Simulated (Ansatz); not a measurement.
Two isomers of C2H8FNSi: A = `CC[SiH](N)F`, B = `CC(F)[SiH2]N`.

Computed with Ansatz on PBE0-D4/def2-TZVP structures; ΔE is electronic, products minus reactants. CBS: MP2 limit from def2 TZ/QZ plus the TZ coupled-cluster correction, frozen cores. Functionals use def2-TZVPP. B3LYP here is the variant with VWN-RPA as its local correlation; programs differ in this. Each species was taken in one conformer, which may not be the lowest.

(1) Which is lower in electronic energy at CCSD(T)/CBS, and by how much? (Estimate.)

(2) Give E(B) − E(A) in kcal/mol with MP2/def2-TZVPP, PBE0-D4, HF/def2-TZVPP, CCSD(T)/def2-TZVPP, PBE-D4, ωB97M-V, B3LYP. (An estimate is asked.)

Largest T1 diagnostic: 0.011.

Results:

(1) Computed: A, by 61.2 kcal/mol.

(2) The calculation gave: MP2/def2-TZVPP 63.2, PBE0-D4 58.7, HF/def2-TZVPP 60.7, CCSD(T)/def2-TZVPP 60.6, PBE-D4 56.7, ωB97M-V 59.7, B3LYP 58.7. None reverses the order clearly.

From PBE to PBE0 (25 % exact exchange), in def2-TZVPP and without D4, E(B) − E(A) moves by +1.9 kcal/mol.
